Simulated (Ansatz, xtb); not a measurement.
**Relative energy of two isomers of C4H7ClGe**

We compare I, `C=C/[C]([GeH3])=C\Cl`, a singlet, with II, `C=C/C=[C](\Cl)[GeH3]`, a singlet. Both are isolated molecules in the gas phase, relaxed with B3LYP/def2-SVP; the shapes shown needn't be the lowest conformers.

I (Å):

| atom | x (Å) | y (Å) | z (Å) |
| --- | --- | --- | --- |
| C | -0.4317 | 1.4206 | -0.3981 |
| C | 0.7597 | 0.9590 | 0.0176 |
| C | 2.0307 | 1.6819 | -0.0500 |
| C | 3.1995 | 1.1662 | 0.3828 |
| Cl | 3.3976 | -0.4233 | 1.0845 |
| Ge | 2.1184 | 3.5040 | -0.7962 |
| H | -0.5594 | 2.4135 | -0.8402 |
| H | -1.3330 | 0.8095 | -0.3080 |
| H | 0.8100 | -0.0463 | 0.4500 |
| H | 1.6442 | 3.5106 | -2.2640 |
| H | 3.5847 | 3.9723 | -0.7230 |
| H | 1.2254 | 4.4638 | 0.0167 |
| H | 4.1493 | 1.7020 | 0.3349 |

II (Å):

```xyz
13

C     0.2691   -0.5500   -0.3180
C     0.5614    0.6299    0.2561
C     1.4693    1.6054   -0.3279
C     1.8188    2.8086    0.1756
Cl    1.1666    3.3790    1.7125
Ge    3.0549    4.0638   -0.6822
H     0.7085   -0.8459   -1.2762
H    -0.4182   -1.2574    0.1524
H     0.1057    0.8960    1.2146
H     1.9231    1.3335   -1.2886
H     4.2508    4.3247    0.2536
H     2.3269    5.3943   -0.9540
H     3.5365    3.4361   -2.0062
```

Q: Estimate which is lower in electronic energy at CCSD(T)/def2-SVP + ΔMP2/def2-TZVPP, and by roughly how much.

A: Too close to call at this level: CCSD(T)/def2-SVP + ΔMP2/def2-TZVPP gives E(II) − E(I) = −0.07 kcal/mol.

How the difference moves with the method:

| level | geometry | E(II) − E(I) (kcal/mol) | departure from the last row (kcal/mol) | job, with rough time for the two |
| --- | --- | --- | --- | --- |
| GFN2-xTB | GFN2-xTB | −0.90 | −0.83 | optimisation, 0.13 s |
| HF/STO-3G | GFN2-xTB | −1.25 | −1.17 | single point, 0.6 s |
| r2SCAN-D4/def2-SVP | GFN2-xTB | +0.80 | +0.88 | single point, 3.3 s |
| B3LYP/def2-SVP | B3LYP/def2-SVP | −1.62 | −1.55 | optimisation, 85 s |
| HF/def2-SVP | B3LYP/def2-SVP | −2.17 | −2.10 | part of the CCSD(T) run |
| MP2/def2-SVP | B3LYP/def2-SVP | −0.60 | −0.53 | part of the CCSD(T) run |
| CCSD(T)/def2-SVP | B3LYP/def2-SVP | −0.86 | −0.79 | single point |
| CCSD(T)/def2-SVP + ΔMP2/def2-TZVPP | B3LYP/def2-SVP | −0.07 |  | single point, 52 s |

As drawn, both hold the same kinds of bond in the same numbers.

The largest departure from CCSD(T)/def2-SVP + ΔMP2/def2-TZVPP is that of HF/def2-SVP, 2.10 kcal/mol. The last row adds to CCSD(T) the change of the MP2 difference between the two basis sets, here +0.79 kcal/mol.

With thermal terms from frequencies at re-optimised GFN2-xTB minima (ideal gas, soft modes damped towards free rotors, one conformer each, 298.15 K, 1 atm): on the last row, ΔE + ΔZPE = +0.03, ΔH = +0.15, ΔG = −0.28 kcal/mol.

The correlated steps freeze 18 core orbitals; the filled d shell of Ge is correlated, in a basis made for valence electrons. Programs: Ansatz 0.2.0, xtb 6.7.1; the last row on 2 threads of Intel(R) Xeon(R) 6975P-C (Granite Rapids) on a shared host.
